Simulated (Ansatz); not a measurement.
`CC([SeH])[TeH]` + `N[AsH2]` → `N[AsH][TeH]` + `CC[SeH]` at 298.15 K and 1 bar (ligand exchange at a Te–C bond).

Calculated with Ansatz (gas phase, PBE0-D4/def2-TZVP geometries, no zero-point term in ΔE). CCSD(T)/CBS adds triple-zeta CCSD(T) − MP2 to the extrapolated MP2 energy (def2 sets, frozen cores). Elements past krypton have def2 core potentials. For As, Se, Te outer-core shells are correlated without core-valence functions, which leaves a few kJ/mol of doubt a bond. Scalar relativity is left out up to krypton. Each species was taken in one conformer, which may not be the lowest.

| species | CCSD(T)/CBS energy (Eh) | H − E (kJ/mol) | S (J/(mol·K)) |
| --- | --- | --- | --- |
| `CC([SeH])[TeH]` | -2748.13456 | 203.9 | 360.0 |
| `N[AsH2]` | -2292.09958 | 122.1 | 266.6 |
| `N[AsH][TeH]` | -2559.85306 | 127.0 | 334.6 |
| `CC[SeH]` | -2480.41858 | 208.1 | 298.7 |

H − E and S are ideal-gas, rigid-rotor, harmonic terms from PBE0-D4/def2-TZVP, for one conformer and one mirror image of each species. 1 Eh = 2625.50 kJ/mol, R = 8.31446 J/(mol·K).

Q: By hand: ΔE, ΔH, ΔS and ΔG.

A: ΔE = (-2559.85306) + (-2480.41858) − (-2748.13456) − (-2292.09958) = -0.03750 Eh = -98.5 kJ/mol. Δ(H − E) = 127.0 + 208.1 − 203.9 − 122.1 = 9.1, so ΔH = -89.4 kJ/mol. ΔS = 334.6 + 298.7 − 360.0 − 266.6 = 6.7 J/(mol·K). ΔG = -89.4 − 298.15 × (6.7)/1000 = -91.4 kJ/mol.

Q: By hand: the equilibrium constant, and the temperature at which ΔG would vanish if ΔH and ΔS stayed fixed.

A: log₁₀ K = −ΔG/(RT ln 10) = 16.0. ΔH and −TΔS have one sign here, so there is no such temperature.

The number of gas molecules stays the same, so ΔS is small and ΔH decides. A doubt of 5 kJ/mol in ΔE shifts log₁₀ K by 0.9 here. Other conformers and mirror images would add mixing entropy, several J/(mol·K) or more a flexible species. These are equilibria of isolated gas molecules and say nothing of rates. Largest T1 diagnostic: 0.012 (customary marks: 0.02 for closed shells, 0.045 for open ones).

ΔS is within the doubt of such terms, so its sign, and with it that verdict, could turn.
